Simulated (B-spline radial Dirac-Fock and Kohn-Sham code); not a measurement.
# Ir⁵⁺ in Watson spheres of different radius

Level of theory: relaxed Dirac-Fock hole states (ΔSCF) with Breit and QED corrections and a finite nucleus; a radial finite-basis atomic code. The ion, [Xe] 4f14 5d4, sits in a hollow sphere of charge Q = -5, a simple model of the Madelung potential. Inside the sphere an electron's potential energy is raised by the constant 14.40·|Q|/R eV, so binding energies fall by about that much as long as the orbitals stay inside.

| radius (Å) | 14.40 |Q|/R (eV) | 1s (eV) | 2s (eV) | 2p1/2 (eV) | 2p3/2 (eV) | 3s (eV) | 3p1/2 (eV) | 3p3/2 (eV) | 3d3/2 (eV) | 3d5/2 (eV) | 4s (eV) | 4p1/2 (eV) | 4p3/2 (eV) | 4d3/2 (eV) | 4d5/2 (eV) | 4f5/2 (eV) | 4f7/2 (eV) | 5s (eV) | 5p1/2 (eV) | 5p3/2 (eV) | 5d (eV) |
| --- | --- | --- | --- | --- | --- | --- | --- | --- | --- | --- | --- | --- | --- | --- | --- | --- | --- | --- | --- | --- | --- |
| 1.6 | 45.00 | 76142.1 | 13460.9 | 12859.7 | 11250.5 | 3214.1 | 2947.5 | 2591.0 | 2151.5 | 2075.9 | 731.3 | 618.4 | 533.8 | 348.6 | 332.9 | 95.61 | 92.62 | 131.1 | 92.25 | 77.87 | 26.34 |
| 1.8 | 40.00 | 76147.0 | 13465.9 | 12864.6 | 11255.5 | 3219.0 | 2952.4 | 2595.9 | 2156.4 | 2080.8 | 736.2 | 623.3 | 538.7 | 353.5 | 337.8 | 100.5 | 97.56 | 136.0 | 97.19 | 82.81 | 31.28 |

From the smallest to the largest radius 1s moves by +4.9 eV, while the constant potential alone would give +5.0 eV; the difference comes from charge outside the sphere and its screening.

Values without a named source are computed, but for edge energies of neutral atoms, which are taken from tables.
